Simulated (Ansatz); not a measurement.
C₆H₄BClF₆O₂ (`C[B-]1(Cl)OC(C(F)(F)F)=CC(C(F)(F)F)=[O+]1`). Charge 0, multiplicity 1.

| atom | x (Å) | y (Å) | z (Å) |
| --- | --- | --- | --- |
| C1 | 1.5235 | -1.5806 | 1.8435 |
| B2 | 0.7530 | -0.3254 | 1.3010 |
| Cl3 | 0.6878 | 1.1355 | 2.4130 |
| O4 | -0.7031 | -0.6770 | 0.9713 |
| C5 | -1.3254 | -0.0707 | 0.0533 |
| C6 | -2.8242 | -0.3703 | 0.0183 |
| F7 | -3.4279 | 0.3237 | -0.9429 |
| F8 | -3.0193 | -1.6648 | -0.2111 |
| F9 | -3.3790 | -0.0542 | 1.1797 |
| C10 | -0.7291 | 0.7459 | -0.8913 |
| C11 | 0.6546 | 0.7364 | -0.8910 |
| C12 | 1.4581 | 1.3752 | -2.0240 |
| F13 | 2.3105 | 2.2635 | -1.5333 |
| F14 | 0.6571 | 1.9897 | -2.8904 |
| F15 | 2.1421 | 0.4391 | -2.6739 |
| O16 | 1.3668 | 0.1668 | -0.0158 |
| H17 | 2.5644 | -1.3304 | 2.0593 |
| H18 | 1.5158 | -2.4043 | 1.1233 |
| H19 | 1.0717 | -1.9389 | 2.7710 |
| H20 | -1.2974 | 1.2408 | -1.6600 |

Problem. Give the diagnostics of a CCSD(T)/def2-TZVPP run (frozen core, Ansatz 0.2.0). (An estimate is asked.)

Solution. The calculation gave: T1 = 0.0152, largest single amplitude 0.064, largest double 0.040, (T) share of the correlation energy 3.8 %, 12 CCSD cycles. The RHF solution is stable towards an unrestricted one. T1 lies under the customary mark of 0.02 for closed shells.
